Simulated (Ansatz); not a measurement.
Computed with Ansatz on PBE0-D4/def2-TZVP structures; ΔE is electronic, products minus reactants. CCSD(T)/CBS adds triple-zeta CCSD(T) − MP2 to the extrapolated MP2 energy (def2 sets, frozen cores). Functionals use def2-TZVPP. For Ga outer-core shells are correlated without core-valence functions, which leaves a few kJ/mol of doubt a bond. Scalar relativity is left out up to krypton. Each species was taken in one conformer, which may not be the lowest.

Reaction (formal exchange of groups at a B–C bond): `FB[CH2][GaH][F]` + `[SiH3]S` → `FB[SiH2]S` + `[CH3][GaH][F]`

`FB[CH2][GaH][F]`:

Z-matrix (Å, degrees):
```
C
B 1 1.535
Ga 1 1.969 2 109.9
H 1 1.095 2 111.4 3 -114.4
H 1 1.092 2 114.3 3 117.8
F 2 1.330 1 120.1 3 -93.1
H 2 1.201 1 123.5 3 84.2
F 3 1.759 1 113.0 2 110.0
H 3 1.555 1 132.3 2 -72.5
```

`[SiH3]S`:

Z-matrix (Å, degrees):
```
Si
S 1 2.137
H 1 1.485 2 111.6
H 1 1.485 2 111.6 3 -122.0
H 1 1.482 2 104.8 3 119.0
H 2 1.344 1 94.7 3 60.9
```

`FB[SiH2]S`:

```xyz
8

F    -1.958   -1.065   -0.273
B    -0.680   -1.031   -0.615
Si    0.647   -0.023    0.542
S     0.660    1.965   -0.287
H    -0.391   -1.537   -1.666
H     0.323   -0.003    1.995
H     2.041   -0.500    0.352
H    -0.643    2.192   -0.049
```

`[CH3][GaH][F]`:

Cartesian coordinates in Å:
```
C 0.366 0.035 0.856
Ga -0.526 -0.091 -0.873
F 0.397 0.601 -2.212
H 0.975 -0.859 1.016
H 1.028 0.901 0.873
H -0.350 0.105 1.676
H -1.889 -0.690 -1.336
```

| level | ΔE (kcal/mol) | difference from CCSD(T)/CBS |
| --- | --- | --- |
| revPBE-D4 | 11.9 | -2.1 |
| BLYP-D4 | 12.5 | -1.5 |
| B97M-V | 14.1 | 0.1 |
| PBE0-D4 | 13.1 | -0.9 |
| BHLYP-D4 | 14.5 | 0.5 |
| ωB97X-V | 13.5 | -0.5 |
| RPA@PBE/def2-TZVPP | 13.9 | -0.1 |
| CCSD/def2-SVP | 15.6 | 1.6 |
| CCSD(T)/def2-SVP | 15.6 | 1.6 |
| CCSD(T)/def2-TZVPP | 14.4 | 0.4 |
| CCSD(T)/CBS | 14.0 | 0 |

Largest T1 diagnostic among the species: 0.014.

From PBE to PBE0 (25 % exact exchange), in def2-TZVPP and without D4, ΔE moves by +1.1 kcal/mol. At CCSD(T), def2-SVP lies +1.6 kcal/mol from the extrapolated value and def2-TZVPP +0.4 kcal/mol.

CCSD(T)/CBS has its own doubt, a few kJ/mol and more with outer-core shells, so smaller differences from it don't rank the levels.
